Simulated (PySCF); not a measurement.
Compound: C4H2NO2 (doublet state).
Structure used (GFN2-xTB), in Å, numbered top down from 1:
```xyz
9
C4H2NO2 angstrom
N      2.6743    0.6539   -1.5635
C      2.0348    0.0782   -0.8115
C      1.2525   -0.6427    0.1324
C     -0.0027   -0.4034    0.3287
C     -1.3390    0.0096    0.2042
O     -2.1146   -0.4812   -0.5950
O     -1.6853    0.9782    1.0763
H      1.8114   -1.3946    0.6845
H     -2.6179    1.2079    0.9459
```

The hyperfine couplings belong to this conformer and change with its torsions.

The species is `C(=O)(O)/[C]=C\C#N` [radical].

Method used: UKS B3LYP, pcH-1 on C H N O, non-relativistic, mean-field spin-orbit, GIAO in PySCF. One conformer (not necessarily the lowest) at the GFN2-xTB geometry, without solvent, vibrations or thermal averaging. The geometry wasn't refined by DFT: couplings that depend on bond lengths, twists or pyramidal angles can differ widely from those at the functional's own minimum. The frame is twisted about the C4–C5 bond at this geometry (dihedral C3–C4–C5–O6 = 68°); couplings at other torsion angles weren't computed. The SCF solution wasn't tested for stability.

Q: Break the g tensor into its mass correction, gauge correction and orbital-Zeeman/spin–orbit terms.

A: 
| Δg (ppm) | 1 | 2 | 3 |
| --- | --- | --- | --- |
| relativistic mass correction | -189 | -189 | -189 |
| gauge correction | -4 | 43 | 34 |
| orbital Zeeman/spin–orbit | -49 | 1433 | 2583 |
| total | -243 | 1286 | 2428 |

So g = 2.00208, 2.00361, 2.00475 and g_iso = 2.00348; the tensor is rhombic: the two nearest values differ by 43 % of g3 − g1. Axes: g1 points within 13° of the C2–C3 bond and g3 points within 7° of the C5–O6 bond.

Q: How much does each term add to the isotropic shift?

A: The orbital-Zeeman/spin–orbit term 1322, the mass correction -189 and the gauge correction 24 ppm, for a total of 1157 ppm. The orbital-Zeeman/spin–orbit term is the largest in size. The mass correction is the same along every axis, so the anisotropy comes from the other two: their spans along these axes are 47 (gauge) and 2633 ppm (orbital Zeeman/spin–orbit).

Q: What effective moment and Curie constant follow for a powder?

A: With the mean of g² = 4.0139 and S(S+1) = 0.75: μ_eff = √(⟨g²⟩S(S+1)) = 1.735 μB and χT = 0.12505·⟨g²⟩·S(S+1) = 0.376 cm³ K/mol (cgs; spin-Hamiltonian part alone).

Q: What are the electron Larmor frequencies g μB B/h along the three axes at 330 mT?

A: 9.2471, 9.2542, 9.2595 GHz for g1, g2 and g3, a range of 12.3 MHz.

Q: In a frozen sample, at which fields do the three g values resonate at 9.5, 34, 94 and 263 GHz (hyperfine left aside), and which band first spreads them over more than twice a line width of 0.3 mT?

A: 
```tsv
band	GHz	B(g3) mT	B(g2) mT	B(g1) mT	spread mT
X	9.5	338.57	338.77	339.02	0.45
Q	34.0	1211.74	1212.43	1213.35	1.62
W	94.0	3350.09	3352.00	3354.56	4.47
J	263.0	9373.13	9378.47	9385.63	12.51
```

The spread grows in proportion to the frequency. Q band is the first where it exceeds 0.6 mT.

Largest spin populations (Mulliken): C4 (+0.92), O6 (+0.21), C3 (-0.15) and C5 (-0.09). The positive populations add up to 1.27 and the negative ones to -0.27, together 2S = 1.

The HOMO–LUMO gaps are 5.59 eV among the α and 3.96 eV among the β orbitals.
